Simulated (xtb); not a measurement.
CH₆AlO₄Si, doublet, from a rough starting geometry (GFN-xTB shapes and energies of metal compounds can be far from the true ones) (the spin is typed, not shown lowest); GFN2-xTB run with xtb.

Input for xtb:
```
$ xtb mol.xyz --gfn 2 --uhf 1 --opt vtight --json

# file mol.xyz
13

Al    -0.38938357     1.50126690     1.01311349
C     -2.41563963     1.72046255     1.21238143
H     -2.86028078     0.98736682     1.85512173
H     -2.91531478     1.58514989     0.23500338
H     -2.59162098     2.73291759     1.52105938
O      0.49958742     0.24361505     0.20890291
Si     1.23122613    -0.90309761    -0.59030527
O      0.98736866    -2.31683924     0.23989185
O      2.80028768    -0.47068134    -0.69824804
O      0.64826965    -1.02640601    -2.06499267
H      0.68569778    -3.03158661    -0.28114049
H      3.34863322    -0.39940304     0.14440072
H      0.91165655    -0.45612845    -2.71502484
```

**Question.** Predict the main parts of the log of this xtb run.

**Answer.** 
```
   ID    Z sym.   atoms
    1   13 Al     1
    2    6 C      2
    3    1 H      3-5, 11-13
    4    8 O      6, 8-10
    5   14 Si     7

           -------------------------------------------------
          |                Calculation Setup                |
           -------------------------------------------------

           -------------------------------------------------
          |                 G F N 2 - x T B                 |
           -------------------------------------------------

          ...................................................
          :                      SETUP                      :
          :.................................................:
          :  # basis functions                  46          :
          :  # atomic orbitals                  44          :
          :  # shells                           22          :
          :  # electrons                        41          :
          :  max. iterations                   250          :
          :  Hamiltonian                  GFN2-xTB          :
          :  restarted?                      false          :
          :  GBSA solvation                  false          :
          :  PC potential                    false          :
          :  electronic temp.          300.0000000     K    :
          :  accuracy                    1.0000000          :
          :  -> integral cutoff          0.2500000E+02      :
          :  -> integral neglect         0.1000000E-07      :
          :  -> SCF convergence          0.1000000E-05 Eh   :
          :  -> wf. convergence          0.1000000E-03 e    :
          :  Broyden damping             0.4000000          :
          :  net charge                          0          :
          :  unpaired electrons                  1          :
          ...................................................

 iter      E             dE          RMSdq      gap      omega  full diag
   1    -24.5886676 -0.245887E+02  0.977E+00    2.09       0.0  T
   2    -24.6272809 -0.386132E-01  0.459E+00    2.56       1.0  T
   3    -24.6226132  0.466769E-02  0.297E+00    2.65       1.0  T
   4    -24.6353689 -0.127557E-01  0.557E-01    2.93       1.0  T
   5    -24.6357566 -0.387661E-03  0.522E-01    2.86       1.0  T
   6    -24.6358420 -0.853545E-04  0.295E-01    2.84       1.0  T
   7    -24.6359296 -0.876574E-04  0.148E-01    2.85       1.0  T
   8    -24.6359339 -0.428418E-05  0.494E-02    2.85       1.0  T
   9    -24.6359450 -0.110948E-04  0.847E-03    2.85       3.3  T
  10    -24.6359452 -0.199065E-06  0.346E-03    2.85       8.0  T
  11    -24.6359452 -0.163672E-07  0.198E-03    2.86      14.0  T
  12    -24.6359452  0.512347E-09  0.943E-04    2.86      29.4  T
  13    -24.6359452 -0.225730E-08  0.318E-04    2.86      87.2  T

   *** convergence criteria satisfied after 13 iterations ***

         :::::::::::::::::::::::::::::::::::::::::::::::::::::
         ::                     SUMMARY                     ::
         :::::::::::::::::::::::::::::::::::::::::::::::::::::
         :: total energy             -24.445410541253 Eh    ::
         :: gradient norm              0.128320511451 Eh/a0 ::
         :: HOMO-LUMO gap              2.855055733817 eV    ::
         ::.................................................::
         :: SCC energy               -24.635929122153 Eh    ::
         :: -> isotropic ES            0.131482407277 Eh    ::
         :: -> anisotropic ES         -0.004424092274 Eh    ::
         :: -> anisotropic XC         -0.001835187420 Eh    ::
         :: -> dispersion             -0.008135704751 Eh    ::
         :: repulsion energy           0.190518580900 Eh    ::
         :: add. restraining           0.000000000000 Eh    ::
         :: total charge               0.000000000000 e     ::
         :::::::::::::::::::::::::::::::::::::::::::::::::::::

      -----------------------------------------------------------
[...]
 * total energy  :   -24.4577962 Eh     change       -0.1217060E-04 Eh
 * total energy  :   -24.4578014 Eh     change       -0.5270220E-05 Eh
 * total energy  :   -24.4578041 Eh     change       -0.2670930E-05 Eh
 * total energy  :   -24.4578060 Eh     change       -0.1914477E-05 Eh
 * total energy  :   -24.4578087 Eh     change       -0.2667809E-05 Eh
 * total energy  :   -24.4578099 Eh     change       -0.1199435E-05 Eh
 * total energy  :   -24.4578116 Eh     change       -0.1745219E-05 Eh
 * total energy  :   -24.4578127 Eh     change       -0.1049874E-05 Eh
 * total energy  :   -24.4578136 Eh     change       -0.9310338E-06 Eh
 * total energy  :   -24.4578141 Eh     change       -0.5368653E-06 Eh
 * total energy  :   -24.4578144 Eh     change       -0.2399287E-06 Eh
 * total energy  :   -24.4578145 Eh     change       -0.9659328E-07 Eh
   *** GEOMETRY OPTIMIZATION CONVERGED AFTER 42 ITERATIONS ***
         :: total energy             -24.457814482682 Eh    ::
[...]
        25                         -0.0777232              -2.1150
        26                         -0.0630900              -1.7168
        27                         -0.0483187              -1.3148
        28                         -0.0180013              -0.4898
        29                         -0.0062311              -0.1696
        30                          0.0223031               0.6069
        31                          0.0556016               1.5130
        32                          0.1419538               3.8628
       ...                                ...                  ...
        44                          0.9320805              25.3632
      -------------------------------------------------------------
                  HL-Gap            0.1078176 Eh            2.9339 eV
             Fermi-level           -0.2879403 Eh           -7.8353 eV

     #   Z          covCN         q      C6AA      α(0)
     1  13 Al       1.621     0.309   194.132    34.165
     2   6 C        3.602    -0.217    25.494     7.301
     3   1 H        0.924     0.045     2.377     2.411
     4   1 H        0.924     0.047     2.364     2.404
     5   1 H        0.924     0.040     2.451     2.448
     6   8 O        1.504    -0.447    21.909     6.312
     7  14 Si       3.154     0.706   141.094    25.297
     8   8 O        1.576    -0.477    22.447     6.393
     9   8 O        1.576    -0.474    22.399     6.386
    10   8 O        1.576    -0.477    22.455     6.394
    11   1 H        0.813     0.315     0.677     1.292
    12   1 H        0.812     0.316     0.673     1.288
    13   1 H        0.812     0.314     0.678     1.293

 Mol. C6AA /au·bohr⁶  :       3060.283731
 Mol. C8AA /au·bohr⁸  :     132352.346764
 Mol. α(0) /au        :        103.384033

Wiberg/Mayer (AO) data.
largest (>0.10) Wiberg bond orders for each atom

 ---------------------------------------------------------------------------
     #   Z sym  total        # sym  WBO       # sym  WBO       # sym  WBO
 ---------------------------------------------------------------------------
     1  13 Al   2.578 --     6 O    1.283     2 C    1.042
     2   6 C    3.874 --     1 Al   1.042     5 H    0.942     3 H    0.933
                             4 H    0.932
     3   1 H    0.998 --     2 C    0.933
     4   1 H    0.998 --     2 C    0.932
     5   1 H    0.997 --     2 C    0.942
     6   8 O    2.394 --     1 Al   1.283     7 Si   0.961
     7  14 Si   4.429 --     9 O    1.134     8 O    1.130    10 O    1.130
                             6 O    0.961
     8   8 O    2.155 --     7 Si   1.130    11 H    0.887
     9   8 O    2.158 --     7 Si   1.134    12 H    0.886
    10   8 O    2.156 --     7 Si   1.130    13 H    0.888
    11   1 H    0.901 --     8 O    0.887
    12   1 H    0.900 --     9 O    0.886
    13   1 H    0.901 --    10 O    0.888
 ---------------------------------------------------------------------------

Topologies differ in total number of bonds
Writing topology from bond orders to xtbtopo.mol

molecular dipole:
                 x           y           z       tot (Debye)
 q only:       -0.123       0.483       0.338
   full:       -0.397       0.573       0.395       2.035
molecular quadrupole (traceless):
                xx          xy          yy          xz          yz          zz
 q only:       -1.214       3.001       0.161       2.054      -1.143       1.053
  q+dip:        1.105       3.102      -1.341       2.125      -2.163       0.236
   full:       -0.737       3.440      -0.672       2.333      -2.938       1.409

optimized geometry written to: xtbopt.xyz

           -------------------------------------------------
          | TOTAL ENERGY              -24.457814482682 Eh   |
          | GRADIENT NORM               0.000082328753 Eh/α |
          | HOMO-LUMO GAP               2.933865172612 eV   |
           -------------------------------------------------
```
